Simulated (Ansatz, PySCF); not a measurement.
Species: GeBrCl₂, charge 0, multiplicity 2. SMILES: [Cl][Ge]([Cl])[Br]
Geometry: optimised at B3LYP-D3(BJ)/def2-TZVP (Ansatz, a quantum-chemistry and plane-wave program).

Quantity: atomisation energy, in kcal/mol. Set-up: non-relativistic; valence correlation only (noble-gas shells and the d and f shells of earlier blocks); open shells spin-unrestricted; atomisation electronic, to ground-state atoms; no dispersion term unless named; spin-orbit terms left out; LANL2DZ with its own core potentials from Na on; 6-31G* and kin with 6d, 5d where marked. First-principles rows: single points at B3LYP-D3(BJ) geometries (Ansatz).

```json
[
 {"level": "HF/3-21G", "program": "Ansatz", "atomisation energy (kcal/mol)": "129.2"},
 {"level": "HF/6-31G*", "program": "Ansatz", "atomisation energy (kcal/mol)": "149.0"},
 {"level": "SVWN5/6-31G*", "program": "Ansatz", "atomisation energy (kcal/mol)": "273.4"},
 {"level": "PBE/STO-3G", "program": "Ansatz", "atomisation energy (kcal/mol)": "315.3"},
 {"level": "PBE/6-31G* with LANL2DZ past Ar", "program": "Ansatz", "atomisation energy (kcal/mol)": "212.2"},
 {"level": "BP86/def2-SVP", "program": "PySCF", "atomisation energy (kcal/mol)": "235.4"},
 {"level": "B3LYP/6-31G", "program": "Ansatz", "atomisation energy (kcal/mol)": "188.3"},
 {"level": "B3LYP/6-31G*", "program": "Ansatz", "atomisation energy (kcal/mol)": "214.2"},
 {"level": "B3LYP/6-31G* with LANL2DZ past Ar", "program": "Ansatz", "atomisation energy (kcal/mol)": "192.0"},
 {"level": "M06-2X/6-31G* with LANL2DZ past Ar (5d)", "program": "PySCF", "atomisation energy (kcal/mol)": "204.7"},
 {"level": "MP2/STO-3G", "program": "Ansatz", "atomisation energy (kcal/mol)": "242.2"},
 {"level": "MP2/3-21G", "program": "Ansatz", "atomisation energy (kcal/mol)": "171.3"},
 {"level": "MP2/6-31G* with LANL2DZ past Ar", "program": "Ansatz", "atomisation energy (kcal/mol)": "172.1"},
 {"level": "PBE0/def2-TZVPD", "program": "Ansatz", "atomisation energy (kcal/mol)": "232.9"}
]
```

No value to compare with is used here. The 13 habitual levels span 129.2 (HF/3-21G) to 315.3 kcal/mol (PBE/STO-3G); PBE0/def2-TZVPD gives 232.9.

The levels are drawn from those run, B3LYP/6-31G* more often than the rest, none by its result; left out are runs that failed, that the program found above a lower state of the same kind, or whose <S^2> lies over 0.5 above the pure value.
